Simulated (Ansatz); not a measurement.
Program: Ansatz 0.2.0.

A structure relaxed at PBE0-D4/def2-TZVP, charge 0, multiplicity 1:

Cartesian coordinates in Å:
```
N 0.8234 -0.4603 -0.4472
Si -0.1076 0.8205 0.2210
As -0.6081 -1.3980 0.4936
H 1.7530 -0.7215 -0.1529
H 0.3921 1.5653 1.4023
H -0.7647 1.7058 -0.7652
H -1.4880 -1.5119 -0.7517
```

Problem. Give its formula and SMILES.

Solution. AsH4NSi, `N1[SiH2][AsH]1`.

Problem. Summarise the bond lengths by kind.

Solution. 1 × N–Si 1.719 Å; 1 × As–N 1.953 Å; 1 × H–N 1.009 Å; 1 × As–Si 2.291 Å; 2 × H–Si 1.479 to 1.483 Å; 1 × As–H 1.529 Å.
